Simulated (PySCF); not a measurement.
## Relaxation of doublet CuFCl

Computed with UPBE0 in PySCF with Cu def2-TZVP, F def2-TZVP, Cl def2-TZVP; no relativity; density-fitted integrals. A (50,194) grid was used.

A hand-made bent start, of Cs symmetry, held to at least that symmetry:

Coordinates in bohr (charge 0 multiplicity 2):
```
Cu   -0.5343    0.0000   -0.9942
F    -3.2587    0.0000    0.9135
Cl    2.7319    0.0000    1.2928
```

(1) What forces act on the atoms at the start (eV/Å)?

(2) What does it relax to?

(3) How much energy is released, and in how many steps?

Answers

(1) 
```tsv
atom	Fx	Fy	Fz
Cu1	-0.06	0.00	1.25
F2	0.12	0.00	-0.69
Cl3	-0.06	0.00	-0.56
```

(2) It ends at Cs with Cu–Cl 2.067 Å, Cu–F 1.725 Å; Cl–Cu–F 170.5°. A frequency run shows a minimum. Other isomers or separated fragments may lie lower.

(3) 44.8 kJ/mol in 8 steps.

With open d or f shells other occupations or spin states may lie lower.

The relaxation took 37 s on 4 threads of a shared Arm Neoverse V1 host, with 113 basis functions and 9 gradients; the process peaked at 0.61 GiB.
